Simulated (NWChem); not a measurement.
# CdH2O2; SMILES [OH][Cd][OH]

```xyz
5

Cd     0.0000     0.0000     0.0512
O     -1.9522    -0.1413    -0.0369
H     -2.3698     0.3980     0.6441
O      1.9522     0.1413    -0.0369
H      2.3698    -0.3980     0.6441
```
Atoms are numbered in this order, from 1.

Level: PBE0/def2-SVP with def2 effective core potentials on Cd (NWChem), optimised geometry, unscaled harmonic frequencies. def2 effective core potentials on Cd; no spin-orbit coupling.

### Question
List the harmonic frequencies with IR intensities, and the thermochemistry.

### Answer
```
frequency (cm⁻¹)  IR intensity (km/mol)
----------------  ---------------------
136                                42.2
145                                 5.9
181                                45.5
561                                 0.1
661                               107.2
800                                99.7
815                                20.0
3891                               75.2
3891                               16.6
```

The zero-point energy is 15.8 kcal/mol and the thermal correction to the enthalpy at 298.15 K (with zero-point energy) is 19.7 kcal/mol. The heat capacity Cv comes out as 14.9 cal/(mol K) and the entropy at 298.15 K and 1 atm (symmetry number 2) is 70.4 cal/(mol K).

Rigid rotor and harmonic oscillator.
